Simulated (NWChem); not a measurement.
System meant: AlNH$_{3}$Cl$_{2}$ cation, singlet

NWChem input:

```
start job
memory heap 200 mb stack 900 mb global 1100 mb
charge 1
geometry units angstroms noautoz
  Al    -0.028633    -0.000058     0.002428
  Cl     0.726286    -1.902905     0.003159
  Cl     0.702685     1.912076     0.004343
  N     -2.015632    -0.016797    -0.004851
  H     -2.401418    -0.205192    -0.939803
  H     -2.418511     0.879588     0.296569
  H     -2.404564    -0.745422     0.607654
end
basis spherical
  * library def2-svp
end
dft
  xc b3lyp
  iterations 4
  mulliken
end
task dft energy
```

End of the output:

```
    Atom       Charge   Shell Charges
 -----------   ------   -------------------------------------------------------
    1 Al  13    12.70   2.00  1.93  0.59  0.21  5.81  0.94  0.71  0.51
    2 Cl  17    16.90   2.00  1.96  1.05  0.76  5.82  2.25  3.06  0.02
    3 Cl  17    16.90   2.00  1.96  1.05  0.76  5.82  2.25  3.05  0.02
    4 N    7     6.92   1.97  0.69  0.41  2.22  1.61  0.03
    5 H    1     0.86   0.57  0.18  0.11
    6 H    1     0.86   0.57  0.18  0.12
    7 H    1     0.86   0.57  0.18  0.11

 center of mass
 --------------
 x =   0.14131554 y =   0.00062996 z =   0.00025258

 moments of inertia (a.u.)
 ------------------
         918.518526894031          -0.000000000000           0.000000000000
          -0.000000000000         392.328500262551           0.000000000000
           0.000000000000           0.000000000000        1301.200602091405

     Multipole analysis of the density
     ---------------------------------

     L   x y z        total         alpha         beta         nuclear
     -   - - -        -----         -----         ----         -------
     0   0 0 0      1.000000    -28.000000    -28.000000     57.000000

     1   1 0 0     -2.940216     -1.470108     -1.470108      0.000000
     1   0 1 0     -0.011838     -0.005919     -0.005919     -0.000000
     1   0 0 1     -0.007099     -0.003550     -0.003550     -0.000000

     2   2 0 0    -16.552223   -120.928645   -120.928645    225.305066
     2   1 1 0      0.074934     -0.038661     -0.038661      0.152256
     2   1 0 1      0.044753     -0.008291     -0.008291      0.061336
     2   0 2 0    -29.383752   -238.034873   -238.034873    446.685995
     2   0 1 1     -0.000198     -0.000201     -0.000201      0.000204
     2   0 0 2    -27.326532    -16.056112    -16.056112      4.785692

 ------------------------------------------------------------------------
 dft energy failed                                                                                  0
 ------------------------------------------------------------------------
 ------------------------------------------------------------------------
  current input line :
    21: task dft energy
 ------------------------------------------------------------------------
 ------------------------------------------------------------------------
 This type of error is most commonly associated with calculations not reaching convergence criteria
 ------------------------------------------------------------------------
 For more information see the NWChem manual at https://nwchemgit.github.io

0:dft energy failed:Received an Error in Communication
```

Problem. What is wrong, and how is it mended?

Solution. The run did not converge; its last values are not results. Cause: the SCF was allowed too few iterations. This input runs:
```
start job
memory heap 200 mb stack 900 mb global 1100 mb
charge 1
geometry units angstroms noautoz
  Al    -0.028633    -0.000058     0.002428
  Cl     0.726286    -1.902905     0.003159
  Cl     0.702685     1.912076     0.004343
  N     -2.015632    -0.016797    -0.004851
  H     -2.401418    -0.205192    -0.939803
  H     -2.418511     0.879588     0.296569
  H     -2.404564    -0.745422     0.607654
end
basis spherical
  * library def2-svp
end
dft
  xc b3lyp
  iterations 150
  mulliken
end
task dft energy
```
It converges to -1218.94333 Ha (B3LYP/def2-SVP).
